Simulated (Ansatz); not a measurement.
CF4 (SMILES FC(F)(F)F), singlet, at a GFN2-xTB geometry; Ansatz (a first-principles code) with HF/aug-cc-pVDZ.

Input for Ansatz:
Ansatz 0.2 input:
```yaml
crystal:
  periodic: [false, false, false]
  atoms:
    - {symbol: C, position_ang: [0.00000000, 0.00000000, -0.00000000]}
    - {symbol: F, position_ang: [0.76156680, 0.76669051, 0.74768414]}
    - {symbol: F, position_ang: [-0.74940203, -0.75691441, 0.76961488]}
    - {symbol: F, position_ang: [-0.76791520, 0.75064431, -0.75740957]}
    - {symbol: F, position_ang: [0.75575043, -0.76042041, -0.75988945]}
basis:
  gaussian:
    orbitals: aug-cc-pVDZ
    fitting: {mean_field: def2-universal-JKFIT}
hamiltonian:
  xc: hf
```

Output, abridged:

```
Functional definition: HF
383 factors; integrals over basis functions are off by at most 1.8e-1 eV
mean field evaluation 1: about -11852.1137 eV, gradient 4.7e1 eV
mean field evaluation 2: about -11854.7678 eV, gradient 2.8e1 eV
mean field evaluation 4: about -11855.8614 eV, gradient 6.9e-1 eV
mean field evaluation 8: about -11855.8631 eV, gradient 1.1e-5 eV
mean field -11855.86313095 eV, -435.6949338699 hartree, gradient 1.1e-5 eV, S^2 0.000000; 0 other end points of the search recorded, 0 dependent functions left out
reference -11855.86313095 eV, -435.6949338699 hartree; 21, 21 occupied and 94, 94 virtual orbitals, 383 factors
Total energy: -11855.86313095 eV, -435.6949338699 hartree
```
